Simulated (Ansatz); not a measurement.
`[NH]=[Nb]([NH2])([OH])[OH]`, 10 atoms. Charge 0, multiplicity 1. Correlated methods include outer-core shells of Nb, which these sets cover unevenly. Nb takes the def2 core potential. All runs use 4 threads of a server CPU on a shared host. Correlated methods freeze the cores.

How many basis functions does each run have, and how long does it take in Ansatz? RKS B3LYP-D4/def2-TZVPP energy and forces; RKS B97M-V/def2-TZVPP energy; RKS ωB97M-V/def2-SVP energy; RKS SPW92/def2-TZVPP energy; RKS PBE0-D4/def2-QZVPP energy; RKS PBE0-D4/def2-TZVP relaxation (6 steps); RKS r2SCAN0-D4/def2-TZVPP energy; RKS ωB97M-V/def2-QZVPP energy; RKS PBE0-D4/def2-TZVP frequencies; RHF-MP2/def2-QZVPP energy; RKS PBE0-D4/def2-SVP energy; direct RPA on PBE orbitals/def2-TZVPP energy. (An estimate is asked.)

The calculation gave: Other jobs shared the machine, so times are rough.

```tsv
level	job	functions	wall time	peak host memory (GiB)
RKS PBE0-D4/def2-SVP	energy	112	1.1 s	0.25
RKS SPW92/def2-TZVPP	energy	250	1.2 s	0.29
RKS B3LYP-D4/def2-TZVPP	energy and forces	250	4.3 s	0.64
RKS r2SCAN0-D4/def2-TZVPP	energy	250	4.8 s	0.6
RKS ωB97M-V/def2-SVP	energy	112	4.9 s	0.37
RKS PBE0-D4/def2-QZVPP	energy	459	6.5 s	1.4
direct RPA on PBE orbitals/def2-TZVPP	energy	250	7 s	0.67
RKS B97M-V/def2-TZVPP	energy	250	9 s	0.41
RKS ωB97M-V/def2-QZVPP	energy	459	17 s	1.8
RHF-MP2/def2-QZVPP	energy	459	18 s	2.5
RKS PBE0-D4/def2-TZVP	relaxation (6 steps)	194	19 s	0.46
RKS PBE0-D4/def2-TZVP	frequencies	194	2 min	0.47
```

B3LYP here is the variant with VWN-RPA as its local correlation; programs differ in this.
